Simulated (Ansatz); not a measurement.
Job for Ansatz (a first-principles code): R-PBE/def2-TZVPP on silanone (SMILES O=[SiH2]), atoms moved off the minimum.

Ansatz 0.2 input:
```yaml
crystal:
  periodic: [false, false, false]
  atoms:
    - {symbol: Si, position_ang: [-0.02497000, -0.42712716, -0.00391473]}
    - {symbol: O, position_ang: [-0.16710250, 0.99072349, -0.20373493]}
    - {symbol: H, position_ang: [-0.99990278, -1.49111630, -0.04919501]}
    - {symbol: H, position_ang: [1.46434230, -0.93105515, 0.21792980]}
basis:
  gaussian:
    orbitals: def2-TZVPP
hamiltonian:
  xc: {name: PBE}
scf: {lower_state_search: off}
output: {forces: true}
```

The head of its log:

```
WARN ansatz: RAYON_NUM_THREADS=1 ignored (pool sized by the plan → 1); use --threads N
Functional definition: PBE
these checks for a lower state are left out or cut short: stability, starts, cluster_reference, orbital_swaps, neighbouring_geometries, increment
integrals: 0.02 GiB planned
557 factors; their error is unknown
mean field: 0.20 GiB planned
mean field evaluation 1: about -9941.5217 eV, gradient 7.5e1 eV
mean field evaluation 2: about -9776.2748 eV, gradient 2.1e2 eV
```

Q: Give the final energy of this run.

A: -365.7019 hartree.
